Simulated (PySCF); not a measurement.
# A survey of ¹⁹F NMR shifts

PySCF 2.14 calculation with coordinates at the GFN2-xTB level and shieldings: GIAO PBE0/pcSseg-1; averaged over atoms made equivalent by symmetry, fast rotation or ring inversion, no relativistic terms, isolated molecule, one conformer.

Shieldings were converted by a linear fit to measured shifts: ¹⁹F (scatter 6.0 ppm rms, 7.0 ppm with the 5 outliers that the fit left out vs CFCl3, solution or neat liquid, with a term for F on sp3 carbon). A few per cent of atoms miss by over 2 rms, more outside the fitted compound classes.

Task: Give the ¹⁹F shifts of `FC(F)C(F)(F)F`, `Fc1cccc(P[SiH3])c1`, `Fc1ccccc1P[SiH3]`, `O=C/C([SiH3])=C\C(F)(F)CF`.

Result: 
```tsv
compound	environment	δ (ppm)
[F:1][CH:2]([F:3])[C:4]([F:5])([F:6])[F:7]	F5/6/7: fluorine of a CF3 group (×3)	-84.0
[F:1][CH:2]([F:3])[C:4]([F:5])([F:6])[F:7]	F1/3: fluorine of a CF2 group (×2)	-135.6
Fc1cccc(P[SiH3])c1	aryl fluorine	-111.7
Fc1ccccc1P[SiH3]	aryl fluorine	-101.9
[O:1]=[CH:2]/[C:3]([SiH3:4])=[CH:5]\[C:6]([F:7])([F:8])[CH2:9][F:10]	F7/8: fluorine of a CF2 group (×2)	-104.2
[O:1]=[CH:2]/[C:3]([SiH3:4])=[CH:5]\[C:6]([F:7])([F:8])[CH2:9][F:10]	F10: fluorine on an sp3 carbon	-236.4
```
